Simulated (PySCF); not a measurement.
A series of substituents X on one scaffold: BH2-X. All species are isolated molecules in the gas phase. One relaxed conformer stands for each flexible species; it need not be the lowest. Strings in code marks are SMILES.

The four lowest singlet excitations (Tamm–Dancoff). Calculation: B3LYP-D3(BJ)/def2-TZVP // M06-2X/def2-TZVP (PySCF 2.14.0). B3LYP has the VWN-RPA correlation part, as in Gaussian. Excitations are Tamm–Dancoff values on a coarser integration grid. The basis has no diffuse functions, so Rydberg states are missing or too high.

```json
[
 {"state": "S1", "energy (eV)": "5.19", "wavelength (nm)": "239", "oscillator strength": "0.001"},
 {"state": "S2", "energy (eV)": "6.08", "wavelength (nm)": "204", "oscillator strength": "0.002"},
 {"state": "S3", "energy (eV)": "6.60", "wavelength (nm)": "188", "oscillator strength": "0.001"},
 {"state": "S4", "energy (eV)": "7.62", "wavelength (nm)": "163", "oscillator strength": "0.089"}
]
```

Which member gives these states?
A. `BO[SiH3]`
B. `BC=O`
C. `BOC(C)=O` (B–O–C–O torsion 24°)
D. `BBr`

C, `BOC(C)=O` (B–O–C–O torsion 24°)
